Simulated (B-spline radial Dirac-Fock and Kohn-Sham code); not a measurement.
Model: relaxed Dirac-Fock hole states (ΔSCF) with Breit and QED corrections and a finite nucleus. Program: a radial B-spline solver. The model has no electron correlation.

Q: An atom or ion in its tabulated ground configuration has these computed binding energies (the last is its least bound level). Which is it?

| level | binding energy (eV) |
| --- | --- |
| 1s | 63662.9 |
| 2s | 15115.8 |
| 2p | 14189.3 |

A: Er⁶¹⁺: Z = 68 with 7 electrons, [He] 2s2 2p3. The hydrogen-like estimate √(E/Ry) = 68.4 for the K level lies 0.4 above Z (screening lowers it, relativity raises it); the outermost level, at 14189.3 eV, fixes the charge.
